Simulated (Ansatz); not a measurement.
All numbers were calculated with Ansatz.

A structure relaxed at PBE0-D4/def2-TZVP, charge 0, multiplicity 1:

```xyz
9

F    -1.429   -0.096    1.865
Si    0.014    0.435    1.501
F     0.107    1.929    1.999
O     0.208    0.430   -0.095
Si    0.029   -0.268   -1.556
Cl    0.365   -2.281   -1.400
H     1.021   -0.375    2.189
H     1.040    0.301   -2.466
H    -1.353   -0.074   -2.038
```

Give its formula and SMILES.

ClF2H3OSi2, `F[SiH](F)O[SiH2]Cl`.

Summarise the bond lengths by kind.

2 × F–Si 1.578 to 1.580 Å; 2 × O–Si 1.608 to 1.629 Å; 3 × H–Si 1.464 to 1.476 Å; 1 × Cl–Si 2.047 Å.
